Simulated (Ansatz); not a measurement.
Species: ethenyl(methoxymethyl)silane, C4H10OSi (charge 0, singlet). 
Structure (B3LYP-D3(BJ)/def2-TZVP (Ansatz, an electronic-structure program) minimum search):
```
C
H 1 1.1003
H 1 1.1006 2 106.79
O 1 1.4207 2 110.65 3 -120.61
C 4 1.4116 1 113.11 2 58.90
H 5 1.0893 4 107.47 1 -179.97
H 5 1.0975 6 109.19 4 120.75
H 5 1.0975 6 109.20 7 118.50
Si 1 1.8929 2 110.17 3 120.18
H 9 1.4829 1 108.39 2 -176.20
H 9 1.4850 10 109.36 1 -118.14
C 9 1.8604 10 110.83 11 -120.28
C 12 1.3318 9 123.82 10 119.69
H 13 1.0852 12 121.83 9 -0.63
H 13 1.0853 14 115.87 12 179.92
H 12 1.0875 13 118.20 14 -179.90
```

Total electronic energies in hartree. Valence correlation only, unless marked. Spin-orbit coupling is left out. Non-relativistic. CBS marks a two-point X^-3 extrapolation of the correlation energy; Hartree-Fock from the larger set. The bracket is a focal-point correction in the basis named.

```
level                                                                 program  energy (Eh)
-------------------------------------------------------------  --------------  -----------
HF/6-31G                                                               Ansatz   -520.88103
HF/6-31G*                                                              Ansatz   -521.02488
HF/cc-pVTZ                                                             Ansatz   -521.14526
revPBE-D4/def2-TZVPD                                           Ansatz + dftd4   -523.11551
PBE0-D3(BJ)/def2-TZVP                                          Ansatz + dftd3            ?
PBE0-D3(BJ)/def2-TZVPD                                         Ansatz + dftd3            ?
BHLYP/def2-TZVPD                                                       Ansatz   -523.07574
CAM-B3LYP/def2-TZVPD                                                   Ansatz   -523.10350
RPA@PBE/cc-pV(T+d)Z                                                    Ansatz   -522.82503
MP2/cc-pV(D+d)Z                                                        Ansatz   -521.90108
RI-MP2/cc-pV(Q+d)Z                                                     Ansatz   -522.27298
CCSD(T)/6-31G                                                          Ansatz   -521.49170
CCSD(T)/aug-cc-pV(D+d)Z                                                Ansatz   -522.06474
RI-MP2/CBS(cc-pV(T+d)Z,cc-pV(Q+d)Z)+[CCSD(T)-MP2]/cc-pV(T+d)Z          Ansatz    -522.4297
CCSD(T)/CBS(cc-pV(T+d)Z,cc-pV(Q+d)Z)                                   Ansatz    -522.4170
```

What belongs in the gaps?


- PBE0-D3(BJ)/def2-TZVP, energy (Eh): -522.82038
- PBE0-D3(BJ)/def2-TZVPD, energy (Eh): -522.82182
